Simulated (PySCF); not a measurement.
BFH₅NO₂Si, SMILES [SiH2](NB(O)O)F.

The structure is a stationary point at B3LYP-D3(BJ)/def2-SVP. This is a generated structure with no PubChem entry under its InChIKey; it may be hypothetical. One conformer was computed; it need not be the lowest.

Two levels are set side by side: PBE/def2-TZVP (PySCF) and PBE0/def2-TZVP (PySCF). Same geometry, gas phase. Differences are taken from unrounded values.

```
quantity                      PBE0
---------------------------  -----
orbital gap (eV)              7.82
highest occupied level (eV)  -7.79
lowest empty level (eV)       0.03
dipole moment (D)             3.78
mean polarisability (bohr³)   51.0
```

Question: What does PBE give, and how far is it from PBE0? (An estimate is asked for; the answer gives what the named calculation found.)

Answer: 
| quantity | PBE | PBE minus PBE0 |
|---|---|---|
| orbital gap (eV) | 5.55 | -2.27 |
| highest occupied level (eV) | -6.38 | 1.41 |
| lowest empty level (eV) | -0.82 | -0.86 |
| dipole moment (D) | 3.66 | -0.12 |
| mean polarisability (bohr³) | 53.8 | 2.7 |

PBE's occupied levels lie high since its potential decays too fast outside the molecule; exact exchange lowers them and widens the gap. Loosely held outer electrons make PBE densities more polarisable. Differences between two approximate levels are no errors against the true value.

Rough cost on one machine, each run with all the roots and properties that it gave: PBE0 against PBE within a factor of 2.
